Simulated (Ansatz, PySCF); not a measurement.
Species: C3H8As (charge 0, doublet). It need not be the lowest isomer of its formula. 
Structure (B3LYP-D3(BJ)/def2-TZVP (Ansatz, a quantum-chemistry and plane-wave program) minimum search):
```xyz
12

C     -0.8349    -0.0970     0.3580
C     -1.0224    -1.0774     1.4659
C     -2.0141     0.2397    -0.4906
As     0.9445     0.1969    -0.3462
H     -1.2039    -2.0954     1.0884
H     -1.8982    -0.8134     2.0688
H     -0.1592    -1.1298     2.1315
H     -2.3236    -0.6083    -1.1204
H     -1.8258     1.0836    -1.1564
H     -2.8788     0.4889     0.1343
H      0.7426     1.6666    -0.7128
H      1.6071     0.5184     0.9927
```
Charge 0, spin multiplicity 2.

Dipole moments at this geometry, in debye (magnitudes).

```json
[
 {"level": "HF/def2-TZVPD", "program": "PySCF", "dipole (D)": "1.10"},
 {"level": "r2SCAN/def2-TZVPD", "program": "Ansatz", "dipole (D)": "1.02"},
 {"level": "B97M-V/def2-TZVPD", "program": "Ansatz", "dipole (D)": "0.97"},
 {"level": "PBE0/def2-TZVPD", "program": "Ansatz", "dipole (D)": "0.98"},
 {"level": "BHLYP/def2-TZVPD", "program": "Ansatz", "dipole (D)": "0.96"},
 {"level": "r2SCAN0/def2-TZVPD", "program": "Ansatz", "dipole (D)": "1.03"},
 {"level": "LC-wPBE/def2-TZVPD", "program": "Ansatz", "dipole (D)": "1.03"},
 {"level": "wB97M-V/def2-TZVPD", "program": "Ansatz", "dipole (D)": "0.91"},
 {"level": "wB97X-V/def2-TZVPD", "program": "Ansatz", "dipole (D)": "0.98"},
 {"level": "CCSD(T)/aug-cc-pVDZ", "program": "Ansatz", "dipole (D)": "0.92"}
]
```
